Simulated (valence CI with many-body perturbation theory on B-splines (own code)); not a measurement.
Values are calculated unless marked as measured or tabulated.
## A CI+MBPT run for Sm³⁹⁺

Method: relativistic CI+MBPT: five valence electrons over a frozen Dirac-Fock core [Ar], radial functions for each j: 6 s, 6 p, 5 d, 5 f, 1 g, with the one-electron correlation potential Σ1 (screened to all orders), the two-electron term Σ2, the three-electron term Σ3, Breit, model QED; selected single and double excitations, second order for the rest, scaled by the run's own slope (own B-spline code, finite nucleus).

Command, and the settings that its task file holds:

```sh
python run_cv.py task.json out
```

```
atom Sm  Z=62  mass_number=152  rms_radius_fm=5.0819
core [Ar]
valence 3d5
avg = 1
basis = S
breit = 1
cap = 10000
capref = 1200
cscale = 1
de = 0.0
dress = 0
eps = 2e-08
extrap = 1
h = 0.27
hh = 1
l2 = 3
lcore = 6
maxit = 60
n2 = 5
natural = 1
nlev = 20
nno = [3, 3, 3, 3, 1]
nroot = 26
nsp = [3, 3, 2, 2, 0]
pt2 = 1
qed = 1
rmax = 0.78
rpa = 1
s1 = 1
s2 = 1
s3 = 1
screen = 1
tol = 2e-05
whole = 1
```

It took 42 s on 1 thread of Arm Neoverse N1 (shared host).

Log. The first blocks belong to the next ion, which gives the ionisation energy. Fields: 2J, parity (1 odd), roots, reference size, generating configurations, candidates as configurations/state functions, variational space P, stored matrix elements, Davidson steps; e2 is the range of second-order energies in hartree. The first line gives the box (bohr), its intervals, the orbitals and the steps of their self-consistent field. Window is the range of levels sought, series limit the energy at which the first omitted orbital would enter, core excitation an estimate of the first excitation out of the core, left out the lowest levels not solved, and shifts from estimates the range by which levels moved from their first estimate, all in cm⁻¹.

```
rmax 0.8 intervals 52 orbitals 40 references ['3d5', '3d4 4s'] scf 4 t 0.7
2J=0 par=0 roots 2 ref 17 generators 4 cand 1145/2051 P 547/1000 nnz 0 it 0
2J=0 par=0 roots 2 ref 17 generators 7 cand 2103/4894 P 1030/1924 nnz 0 it 4
   second order: generators 7 cand 1620/3970 e2 -0.00001 -0.00000
2J=2 par=0 roots 2 ref 36 generators 3 cand 1187/5370 P 203/993 nnz 0 it 0
2J=2 par=0 roots 2 ref 36 generators 5 cand 1777/9368 P 1016/4877 nnz 5.2e+06 it 5
   second order: generators 7 cand 1710/11092 e2 -0.00002 -0.00001
reference levels 556, estimated 32, window 581971 1/cm; series limit 9655784, core excitation 1953412
2J=5 par=0 roots 7 ref 81 generators 5 cand 1436/16541 P 254/3595 nnz 3.2e+06 it 4
2J=5 par=0 roots 7 ref 81 generators 5 cand 1363/15517 P 759/9996 nnz 2.2e+07 it 5
   second order: generators 8 cand 4848/150129 e2 -0.00124 -0.00046
2J=7 par=0 roots 5 ref 72 generators 3 cand 1424/16831 P 202/3555 nnz 3.4e+06 it 4
2J=7 par=0 roots 5 ref 72 generators 3 cand 1368/15830 P 702/9997 nnz 2.3e+07 it 5
   second order: generators 5 cand 3710/126403 e2 -0.00097 -0.00056
2J=3 par=0 roots 5 ref 67 generators 3 cand 1421/12863 P 286/3582 nnz 3.1e+06 it 5
2J=3 par=0 roots 5 ref 67 generators 3 cand 1335/11842 P 955/9995 nnz 2.1e+07 it 8
   second order: generators 3 cand 666/5429 e2 -0.00028 -0.00019
2J=11 par=0 roots 3 ref 35 generators 3 cand 1206/10526 P 275/3536 nnz 3.3e+06 it 4
2J=11 par=0 roots 3 ref 35 generators 3 cand 1125/9525 P 952/10000 nnz 2.3e+07 it 5
   second order: generators 4 cand 1946/55646 e2 -0.00009 -0.00007
2J=9 par=0 roots 4 ref 56 generators 3 cand 1349/14461 P 225/3570 nnz 3.3e+06 it 4
2J=9 par=0 roots 4 ref 56 generators 3 cand 1287/13446 P 762/9982 nnz 2.3e+07 it 5
   second order: generators 4 cand 2920/110566 e2 -0.00048 -0.00031
2J=1 par=0 roots 3 ref 39 generators 3 cand 1213/6102 P 544/3549 nnz 2.9e+06 it 4
2J=1 par=0 roots 3 ref 39 generators 3 cand 1015/5089 P 1348/7934 nnz 1.3e+07 it 5
   second order: generators 4 cand 2381/40612 e2 -0.00003 -0.00002
2J=13 par=0 roots 1 ref 18 generators 1 cand 876/6209 P 378/3471 nnz 3.5e+06 it 4
2J=13 par=0 roots 1 ref 18 generators 1 cand 738/5226 P 875/7198 nnz 1.3e+07 it 5
   second order: generators 1 cand 241/1499 e2 -0.00001 -0.00001
left out: unestimated 846033, estimated 753671, shifts from estimates -585 to 725
operators 1.7
```

The Davidson iterations converged. The settings are bad on purpose, so the numbers may not be properties of the ion.

The last digits are not significant, and no measured levels were compared; by estimate large intervals hold to a few tenths of a per cent, small ones and those within an open d or f shell to about a per cent. Only levels of the ground parity were solved; by the run's estimate the other parity begins above the list, which can be wrong where configurations are misplaced.

| Quantity | Value |
| --- | --- |
| Valence energy | -575.9004 hartree |
| Ionisation energy | 2886.9 eV (NIST: 2887 ± 4 eV (theoretical)) |
| Reference configurations for the orbitals | 3d5, 3d4 4s |
| Radial orbitals | 40 |
| Box radius | 0.78 bohr |
| Largest variational space | 10000 |
| Lowest levels | (3d3/2^4 3d5/2) J=5/2 0, (3d3/2^3 3d5/2^2) J=5/2 [a] 169880, (3d3/2^3 3d5/2^2) J=7/2 [a] 248790, (3d3/2^3 3d5/2^2) J=3/2 [a] 256950, (3d3/2^3 3d5/2^2) J=11/2 259480, (3d3/2^3 3d5/2^2) J=9/2 287910, (3d3/2^3 3d5/2^2) J=5/2 [b] 303510, (3d3/2^3 3d5/2^2) J=1/2 315610, (3d3/2^3 3d5/2^2) J=7/2 [b] 340650, (3d3/2^2 3d5/2^3) J=5/2 [a] 416020, (3d3/2^3 3d5/2^2) J=3/2 [b] 419640, (3d3/2^2 3d5/2^3) J=7/2 [a] 461150, (3d3/2^2 3d5/2^3) J=11/2 467610, (3d3/2^2 3d5/2^3) J=9/2 [a] 481430 cm⁻¹ |

Levels are named by their leading jj configuration (3d3/2^4 stands for four electrons in 3d with j = 3/2), which in mixed levels can hold well under half, so a name can repeat and another be missing. Letters in brackets count levels of one name in rising energy.
